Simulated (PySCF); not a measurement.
CH6GaNO. Atoms are numbered in the order given.

```xyz
10

Ga     0.0007    -0.0026     0.0000
C     -0.3355     1.9374     0.0000
H      0.1112     2.4064     0.8905
H      0.1112     2.4064    -0.8905
H     -1.4157     2.1462     0.0000
O      1.6415    -0.7483     0.0000
H      2.3714    -0.1181     0.0000
N     -1.2820    -1.2867     0.0000
H     -1.0641    -2.2770     0.0000
H     -2.2801    -1.1138     0.0000
```
Charge 0, spin multiplicity 1.

Geometry optimised at B3LYP-D3(BJ)/def2-SVP. The values are those of a single conformer.

The numbers are results of PBE/def2-TZVP run with PySCF, not measurements.

Gas-phase values at a fixed geometry.

The total energy is -2096.18173 hartree. The point group comes out as Cs, the highest occupied level is -5.64 eV and the lowest empty level is -0.72 eV. The orbital gap comes out as 4.92 eV, the dipole moment is 0.349 e·Å and the quadrupole, principal values (traceless, Buckingham form, about the centre of nuclear charge) comes out as -5.67, -2.28, 7.95 D·Å. The mean static polarisability comes out as 53.0 bohr³ (7.86 Å³) and the polarisability, principal values is 41.6, 54.7, 62.7 bohr³.
